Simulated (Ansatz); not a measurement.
Abridged output of a molecular run in Ansatz:

```
Functional definition: HF
1280 factors; integrals over basis functions are off by at most 1.1e-3 eV
mean field evaluation 1: about -22070.4693 eV, gradient 4.7e1 eV
mean field evaluation 2: about -22070.5349 eV, gradient 4.8e1 eV
mean field evaluation 4: about -22075.4170 eV, gradient 3.8e0 eV
mean field evaluation 8: about -22075.4696 eV, gradient 2.2e-1 eV
mean field -22075.46973776 eV, -811.2585495717 hartree, gradient 1.2e-6 eV, S^2 0.000000; 0 other end points of the search recorded, 0 dependent functions left out
14 core orbitals not correlated: weight in the atoms' cores, before any rotation towards them, 1.000 or more for the frozen orbitals, at most 0.000 for the correlated occupied ones
reference -22075.46973776 eV, -811.2585495717 hartree; 18, 18 occupied and 100, 100 virtual orbitals, 1280 factors
second order -22.03464922 eV of doubles, -0.00000000 eV of singles
cycle   1  -22.94061617 eV  change   -9.1e-1 eV  update   1.1e-1
cycle   2  -23.57882581 eV  change   -6.4e-1 eV  update   3.2e-2
cycle   3  -23.72399285 eV  change   -1.5e-1 eV  update   1.6e-2
cycle   4  -23.71519389 eV  change    8.8e-3 eV  update   3.5e-3
cycle   5  -23.71402444 eV  change    1.2e-3 eV  update   1.2e-3
cycle   6  -23.71426117 eV  change   -2.4e-4 eV  update   3.7e-4
cycle   7  -23.71403101 eV  change    2.3e-4 eV  update   1.2e-4
cycle   8  -23.71397031 eV  change    6.1e-5 eV  update   4.2e-5
cycle   9  -23.71398241 eV  change   -1.2e-5 eV  update   1.8e-5
perturbative correction -0.56414874 eV, -0.0207320839 hartree
Total energy: -22099.74786891 eV, -812.1507544353 hartree
```

Its atoms:

Cartesian coordinates in Å:
```
N -0.701 -1.378 1.350
B -0.003 -0.384 0.644
O -0.380 0.037 -0.613
Si -1.562 -0.299 -1.695
O 1.098 0.197 1.217
Si 2.076 1.372 0.604
H -1.511 -1.851 0.995
H -0.408 -1.671 2.264
H -2.445 -1.388 -1.191
H -2.378 0.919 -1.921
H -0.942 -0.731 -2.971
H 1.315 2.621 0.344
H 3.116 1.633 1.628
H 2.725 0.924 -0.656
```

(1) Which basis set was used?
A. def2-TZVPPD
B. def2-TZVPP
C. def2-SVP
D. cc-pV(T+d)Z

(2) Write the keys of the input that set method, charge and spin (a neutral closed shell needs none for the last two).

Answers

(1) C. It gives 132 functions.

(2) 
```yaml
correlation: {method: ccsd_t}
```
